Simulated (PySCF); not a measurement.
# How methods differ on the ionisation energy of Cl⁺

Cl⁺ [Ne] 3s2 3p4 (3P) → Cl²⁺ [Ne] 3s2 3p3 (4S), as a difference of total energies. All numbers are calculated (PySCF 2.14, no relativity, point nucleus, in 6-31G* (4s3p1d, 18 functions)). Correlated levels: valence: [Ne] frozen. The calculations carry no spin-orbit coupling.

```
           method  ionisation energy (eV)  error (eV)
              UHF                  22.497      -1.274
           M06-2X                  23.817      +0.046
            M06-L                  23.539      -0.232
    MP2 (valence)                  22.863      -0.908
SCS-MP2 (valence)                  22.888      -0.883
   CCSD (valence)                  22.859      -0.912
CCSD(T) (valence)                  22.869      -0.902
```

Reference: 23.771 eV (measured; NIST levels, between the centres of gravity of the two terms).

Errors of the correlated levels include the incompleteness of this basis and the frozen core.
